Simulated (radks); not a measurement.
Q: The silicon ion Si10+ is in [He] 2s2. All-electron calculation, scalar-relativistic Kohn-Sham, r2SCAN, spin-polarised, spherical densities, finite nucleus; meta-GGA in the generalised Kohn-Sham scheme; Fermi nuclear charge, rms radius of each element as measured or else 0.836 A^(1/3) + 0.57 fm. Program: a radial shooting solver on a logarithmic mesh with Libxc functionals. Open shells are filled with parallel spins first. One electron is removed from 2s, 1s in turn, with full relaxation. Which removal costs least, and what does each cost?

A: 2s 472.29 eV; 1s 2297.6 eV. The 2s electron leaves first.
